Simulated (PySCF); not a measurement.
A geometry optimisation on [ReO4]- (`[O]=[Re-](=[O])(=[O])=[O]`).

Computed with PBE0-D3(BJ)/def2-SVP geometry optimisation, gas phase, def2 core potentials past Kr (PySCF 2.14.0). Start geometry: GFN2-xTB. A driver script takes a list of jobs; this job's settings line and coordinates (Å) are shown.

Input:
```
{"job": {"xc": "PBE0", "basis": "def2-SVP", "d3": "d3bj", "grid": 1, "maxiter": 30, "shake": 0.03, "kind": "geom"}, "charge": -1, "multiplicity": 1}
Re     0.061200    -0.076620     0.012520
O     -0.006800    -0.031000     1.686250
O      1.531990     0.003100    -0.599840
O     -0.705460     1.392600    -0.555700
O     -0.806090    -1.398550    -0.605340
```

Estimate the output.

```
step   0  E = -378.81608215  max force = 0.189049
step   1  E = -378.84349597  max force = 0.043266
step   2  E = -378.84771348  max force = 0.023658
step   3  E = -378.84806032  max force = 0.007128
step   4  E = -378.84813057  max force = 0.001052
step   5  E = -378.84813296  max force = 0.000400
optimisation converged
```

Energies in Eh; «max force» is the largest Cartesian gradient component in Eh/bohr.

How much energy does the optimisation release, in kJ/mol?

E(step 0) − E(last step) = 0.032051 Eh, which is 84.1 kJ/mol.

Give the first gradient maximum in eV/Å.

With 1 Eh/bohr = 51.422 eV/Å, 9.721 eV/Å.

In short: final energy -378.84813 Eh after 5 steps.

Estimate the wall time. Hardware: one thread, Intel Xeon Platinum 8488C (x86_64), no GPU (shared host). And the peak memory of the process?

About 22 s, with 0.35 GiB resident at the peak, the Python interpreter and its libraries included.
Labels such as C1 count atoms from 1, the log's own numbers from 0.
